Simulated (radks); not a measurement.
Values are calculated unless marked as measured or tabulated.
Q: Coulomb parameter of the 4f shell of the holmium ion Ho2+ in the model configuration [Xe] 4f9.5 6p1.5, as a second difference U = [E(n + 0.25) + E(n - 0.25) - 2 E(n)] / (0.25)^2 with all orbitals relaxed. "Bare": the charge of the atom changes with n. "Screened": the 6p shell takes up the change at fixed total charge, which measures U(4f,4f) + U(6p,6p) - 2 U(4f,6p). Code: a radial shooting solver on a logarithmic mesh with Libxc functionals. Model: Dirac Kohn-Sham, BLYP, spin-unpolarised, spherical densities, finite nucleus; open shells are shared between the two j in proportion to 2j + 1; Fermi nuclear charge, rms radius 5.2022 fm. Estimate both.

A: U(bare) = 18.833 eV, U(screened by 6p) = 9.700 eV.
